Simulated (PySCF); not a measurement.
# Steps of a relaxation of Lu(SH)3

Lu(SH)3 (singlet in the valence; each metal's 4f electrons, 14 of them, lie in its core potential, out of spins and levels). PySCF 2.14.0, RKS PBE0, Lu lcecp-1-SVP with ECP60, S def2-SVP, H def2-SVP; non-relativistic Hamiltonian with scalar-relativistic core potentials where named; density fitting; no spin-orbit coupling. Origin of the start: displaced along the imaginary mode. Columns: position (Å) and force (eV/Å). Energies are counted from the last step; some of the 23 steps are shown. Forces carry noise of the integration grid, about 0.01 to 0.03 eV/Å.

Run from Python with OMP_NUM_THREADS=2. Where DIIS fails, smearing, a level shift and second-order steps follow.
It took 2.9 min on 2 threads of Arm Neoverse V1 (shared host), from the converged density of the start.

```xyz
7
step 0  E = 0.446 eV
Lu    0.0000    0.0000   -0.2474     0.01    0.00    0.03
S     2.4465   -0.0070    0.3969    -0.11    0.05    0.57
H     2.1919    0.2500    1.7255     0.10   -0.04   -0.58
S    -1.2171    2.1223    0.3969     0.01   -0.12    0.57
H    -1.3125    1.7732    1.7255    -0.01    0.11   -0.58
S    -1.2293   -2.1152    0.3969     0.09    0.07    0.57
H    -0.8794   -2.0233    1.7255    -0.09   -0.07   -0.58
```

```xyz
7
step 7  E = 0.139 eV
Lu    0.0000    0.0000   -0.0639    -0.01    0.01    0.02
S     2.4013   -0.3589    0.5877     0.03    0.02    0.11
H     2.3322    0.6689    1.4736     0.03   -0.02   -0.12
S    -0.8899    2.2590    0.5877    -0.03    0.01    0.11
H    -1.7454    1.6853    1.4736    -0.01    0.04   -0.12
S    -1.5114   -1.9002    0.5877     0.01   -0.04    0.12
H    -0.5868   -2.3542    1.4736    -0.03   -0.02   -0.12
```

```xyz
7
step 15  E = 0.020 eV
Lu    0.0000    0.0000    0.5071     0.00    0.00    0.08
S     2.4834   -0.4140    0.7530    -0.06    0.00    0.00
H     2.7903    0.8544    1.1178    -0.03    0.00   -0.03
S    -0.8832    2.3577    0.7530     0.02   -0.05    0.00
H    -2.1351    1.9892    1.1178     0.02   -0.02   -0.03
S    -1.6002   -1.9437    0.7530     0.03    0.05    0.00
H    -0.6552   -2.8437    1.1178     0.01    0.02   -0.03
```

Task: Where does the relaxation end?

Result: It converges at step 22 in C3, nearly C3h:
```xyz
7
step 22  E = 0
Lu    0.0000    0.0000    0.8438
S     2.4847   -0.4378    0.8538
H     2.8028    0.8786    0.9048
S    -0.8632    2.3707    0.8538
H    -2.1623    1.9880    0.9048
S    -1.6215   -1.9329    0.8538
H    -0.6405   -2.8666    0.9048
```

Task: How did the contacts change?

Result: 
```tsv
contact	start (Å)	end (Å)
Lu1–S2 (SH)	2.530	2.523
Lu1–S4 (SH)	2.530	2.523
Lu1–S6 (SH)	2.530	2.523
```


An lcecp potential fixes the number of 4f electrons, so in runs with it no electron can move into or out of that shell.
